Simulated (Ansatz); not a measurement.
Start from `F[Si@@H](Cl)[Si@@H](F)Cl` and change one atom or group (the configuration at a centre changes too) to get `O[Si@H](Cl)[Si@H](F)Cl`.

Ansatz, PBE0-D4/def2-TZVP geometries, multiplicity 1. Each molecule was computed in one conformer, which needn't be the lowest.

| property | `F[Si@@H](Cl)[Si@@H](F)Cl` |
| --- | --- |
| LUMO energy (PBE0/def2-TZVPP) / eV | -1.13 |
| size of the dipole moment (PBE/def2-TZVPP) / D | 0.39 |
| HOMO–LUMO gap (PBE0/def2-TZVPP) / eV | 7.39 |
| HOMO energy (B3LYP/def2-TZVPP) / eV | -8.33 |
| LUMO energy (PBE/def2-TZVPP) / eV | -1.98 |
| size of the dipole moment (ωB97M-V/def2-TZVPP) / D | 0.37 |

**Question.** Give the same properties after the change, and the shifts. (An estimate is asked.)

**Answer.** Ansatz gave: 
```
                                          property  `O[Si@H](Cl)[Si@H](F)Cl`  shift
                LUMO energy (PBE0/def2-TZVPP) / eV                     -1.17  -0.04
    size of the dipole moment (PBE/def2-TZVPP) / D                      0.23  -0.16
              HOMO–LUMO gap (PBE0/def2-TZVPP) / eV                      7.02  -0.37
               HOMO energy (B3LYP/def2-TZVPP) / eV                     -7.99   0.34
                 LUMO energy (PBE/def2-TZVPP) / eV                     -2.00  -0.02
size of the dipole moment (ωB97M-V/def2-TZVPP) / D                      0.19  -0.18
```

Dipoles are sizes alone; their direction can turn.

B3LYP here is the variant with VWN-RPA as its local correlation; programs differ in this.
